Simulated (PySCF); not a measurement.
NaSr⁺: frontier orbitals

PW91 at R = 3.695 Å; basis Na def2-SVP, Sr def2-SVP with ECP28; scalar-relativistic core potentials; PySCF 2.14. State: ¹Σ⁺ (singlet), closed shell. Only the outer orbitals are listed, counted within each symmetry, core potentials removing the inner ones.

```csv
orbital,occ.,ε (eV),on Na (%),main shells (%)
3σ,2,-46.03,0,100 Sr s
1π,2,-33.36,100,100 Na p
1π,2,-33.36,100,100 Na p
4σ,2,-33.34,100,100 Na p
2π,2,-27.67,0,100 Sr p
2π,2,-27.67,0,100 Sr p
5σ,2,-27.54,0,100 Sr p
6σ,2,-7.75,32,"65 Sr s, 26 Na s"
7σ,0,-6.18,43,"44 Na s, 27 Sr s, 16 Sr d"
3π,0,-5.53,10,"85 Sr d, 8 Na p"
3π,0,-5.53,10,"85 Sr d, 8 Na p"
```

Q: Which are the highest filled and the lowest empty level, where do they sit, and how wide is the gap?

A: Highest filled 6σ at -7.75 eV (in %: 65 Sr s, 26 Na s); lowest empty 7σ at -6.18 eV (in %: 44 Na s, 27 Sr s, 16 Sr d); the gap at PW91 is 1.57 eV.

```
bond order (Mayer)                                                                                                 : 0.86
⟨S²⟩                                                                                                               : 0.000
charge on Na (Mulliken, basis-dependent)                                                                           : 0.33
charge on Na (Löwdin, basis-dependent)                                                                             : 0.34
dipole moment (positive dipole points towards Sr; it is taken about the centre of mass and depends on that origin) : -3.82 D
```

Closed-shell solutions of metal pairs were not tested for spin polarisation, which can lower them a little.
